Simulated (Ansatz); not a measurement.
Consider the ligand exchange at a B–C bond: `CB/C=C/O` + H–F → `O/C=C/BF` + CH₄.

Program: Ansatz. Geometries: PBE0-D4/def2-TZVP. ΔE: electronic, gas phase. CCSD(T)/CBS is the MP2 limit (def2-TZVPP, def2-QZVPP) plus CCSD(T) − MP2 in def2-TZVPP, frozen cores. This one scheme is used for every species. Double bonds are as drawn, so ΔE can hold a change between cis and trans. Functionals use def2-TZVPP. Each species was taken in one conformer, which may not be the lowest.

`CB/C=C/O`:

```xyz
12

C     0.250   -1.577   -0.809
B     1.036   -0.607    0.140
C     0.518    0.723    0.675
C    -0.701    1.182    0.360
O    -1.183    2.348    0.816
H     0.839   -1.751   -1.718
H     0.174   -2.563   -0.335
H    -0.754   -1.273   -1.113
H     2.141   -0.952    0.467
H     1.117    1.350    1.332
H    -1.370    0.623   -0.292
H    -2.069    2.497    0.477
```

H–F:

Cartesian coordinates in Å:
```
F 0.159 -0.429 -0.045
H -0.159 0.429 0.045
```

`O/C=C/BF`:

```xyz
9

O     1.193   -1.502    1.041
C     0.794   -0.411    0.385
C    -0.448   -0.119   -0.034
B    -0.675    1.190   -0.766
F    -1.889    1.524   -1.202
H     0.438   -2.086    1.183
H     1.627    0.263    0.213
H    -1.255   -0.826    0.161
H     0.216    1.967   -0.981
```

CH₄:

Cartesian coordinates in Å:
```
C 0.000 0.000 0.000
H 0.524 -0.765 -0.573
H -0.150 0.882 -0.622
H 0.593 0.269 0.874
H -0.967 -0.386 0.322
```

```json
{"level": "PBE0-D4", "ΔE (kJ/mol)": "-153.8"}
{"level": "PBE-QIDH", "ΔE (kJ/mol)": "-156.7"}
```

(1) What does CCSD(T)/CBS give? (An estimate is asked.)

Largest T1 diagnostic among the species: 0.014.

## Answers

(1) The calculation gave: -151.9 kJ/mol. The listed levels differ from it by -1.9, -4.8 kJ/mol.

The D4 term adds +6.1 kJ/mol with B3LYP and +3.4 kJ/mol with PBE0; it sums over pairs of atoms, weighted by their polarisabilities, and B3LYP, whose exchange is more repulsive, gets the larger term. At CCSD(T), def2-SVP lies −28.0 kJ/mol from the extrapolated value and def2-TZVPP −5.1 kJ/mol.

B3LYP here is the variant with VWN-RPA as its local correlation; programs differ in this.
